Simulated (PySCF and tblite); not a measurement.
5 constitutional isomers of C₅H₂FNO:

```
isomer                                               SMILES
     A      [CH:1]#[C:2][c:3]1[cH:4][n:5][c:6]([F:7])[o:8]1
     B   [N:1]#[C:2][C:3]1=[CH:4][C@H:5]([F:6])[C:7]1=[O:8]
     C  [N:1]#[C:2][C:3]1=[C:4]([F:5])[C:6](=[O:7])[CH2:8]1
     D    [CH2:1]=[C:2]1[O:3][C:4]([F:5])=[C:6]1[C:7]#[N:8]
     E        [CH:1]#[C:2][c:3]1[cH:4][o:5][n:6][c:7]1[F:8]
```

Computed spectrum of one of them (conformer average at 298.15 K; GFN2-xTB geometries, energies M06-2X/def2-SVPD (D3(BJ) added where defined), GIAO shieldings PBE0/pcseg-1; references on GFN2-xTB geometries), in ppm: ¹H (against TMS): 5.50 (1H), 5.35 (1H). ¹³C (against TMS): 175.0 (1C), 157.3 (1C), 106.7 (1C), 96.5 (1C), 74.6 (1C). ¹⁹F (against CFCl3): -54.9 (1F). ¹⁵N (against NH3): 303.2 (1N). Of the H, only those on carbon are given.

**Question.** Which isomer is it?

**Answer.** D. Signals are matched in order of shift, without assignment. After a straight-line scaling (slope 0.85 to 1.15) of computed carbon shifts, the largest errors are A 30.9 ppm (at 106.7), B 10.4 ppm (at 96.5), C 26.5 ppm (at 74.6), D 5.6 ppm (at 106.7), E 8.0 ppm (at 157.3). Assigned: ¹H (against TMS): 5.50 (H1a, 1H), 5.35 (H1b, 1H). ¹³C (against TMS): 175.0 (C4), 157.3 (C2), 106.7 (C7), 96.5 (C1), 74.6 (C6). ¹⁹F (against CFCl3): -54.9 (F5). ¹⁵N (against NH3): 303.2 (N8). For comparison, at another level (GFN2-xTB geometries, energies PBE0/def2-SVP (IEF-PCM, cyclohexane) (D3(BJ) added where defined), GIAO shieldings wB97X-D/pcSseg-1 (IEF-PCM, cyclohexane)) the isomers give: A: ¹H (against TMS): 7.63 (H4, 1H), 3.53 (H1, 1H). ¹³C (against TMS): 166.8 (C6), 145.6 (C4), 137.7 (C3), 98.6 (C1), 73.7 (C2). B: ¹H (against TMS): 9.23 (H4, 1H), 6.26 (H5, 1H). ¹³C (against TMS): 187.5 (C4), 186.4 (C7), 139.9 (C3), 115.2 (C2), 106.6 (C5). C: ¹H (against TMS): 3.18 (H8, 2H). ¹³C (against TMS): 191.7 (C6), 168.5 (C4), 129.1 (C3), 116.2 (C2), 45.1 (C8). D: ¹H (against TMS): 5.64 (H1a, 1H), 5.50 (H1b, 1H). ¹³C (against TMS): 181.2 (C4), 156.3 (C2), 114.3 (C7), 100.5 (C1), 69.7 (C6). E: ¹H (against TMS): 8.72 (H4, 1H), 3.21 (H1, 1H). ¹³C (against TMS): 186.0 (C7), 176.2 (C4), 101.1 (C3), 97.1 (C1), 71.8 (C2).

Unscaled ¹⁹F and ¹⁵N shifts at such levels can be off by tens of ppm; differences between conformers or isomers are more reliable. Shifts are unscaled: against experiment ¹³C can be off by 15 ppm or more and ¹H by 0.8 ppm.


¹⁵N shifts are against a computed isolated NH3 molecule, about 20 ppm from the liquid.